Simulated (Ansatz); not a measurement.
CH$_{5}$B$_{2}$ClO, SMILES `BC(Cl)BO` at its PBE0-D4/def2-TZVP geometry, where that method's forces vanish. The species carries charge 0 and has multiplicity 1.

| atom | x (Å) | y (Å) | z (Å) |
| --- | --- | --- | --- |
| B1 | -0.960 | -0.516 | -1.126 |
| C2 | 0.371 | -0.186 | -0.422 |
| Cl3 | 1.314 | -1.601 | 0.157 |
| B4 | 0.143 | 0.873 | 0.741 |
| O5 | 0.522 | 0.622 | 2.000 |
| H6 | -1.524 | 0.379 | -1.683 |
| H7 | -1.437 | -1.608 | -1.097 |
| H8 | 1.001 | 0.362 | -1.138 |
| H9 | -0.368 | 1.925 | 0.493 |
| H10 | 0.938 | -0.251 | 2.075 |

Q: For each bond, give half the difference of the two atoms' forces along it (eV/Å; positive pushes the atoms apart) under PBE-D4, r2SCAN-D4, B3LYP-D4, ωB97M-V in def2-TZVPP. (Estimate.)

A: Ansatz gave: 
| bond | length (Å) | PBE-D4 | r2SCAN-D4 | B3LYP-D4 | ωB97M-V |
| --- | --- | --- | --- | --- | --- |
| B1–C2 | 1.541 | -0.16 | -0.08 | 0.01 | 0.11 |
| B1–H6 | 1.196 | 0.07 | -0.03 | -0.11 | -0.13 |
| B1–H7 | 1.192 | 0.10 | -0.03 | -0.11 | -0.13 |
| C2–Cl3 | 1.796 | 0.26 | 0.30 | 0.44 | 0.12 |
| C2–B4 | 1.590 | -0.05 | -0.03 | -0.01 | 0.01 |
| C2–H8 | 1.101 | 0.16 | -0.04 | -0.14 | -0.13 |
| B4–O5 | 1.338 | 0.34 | 0.16 | 0.13 | 0.20 |
| B4–H9 | 1.195 | -0.05 | -0.09 | -0.19 | -0.20 |
| O5–H10 | 0.970 | 0.44 | 0.01 | -0.02 | -0.13 |

B3LYP here is the variant with VWN-RPA as its local correlation; programs differ in this.
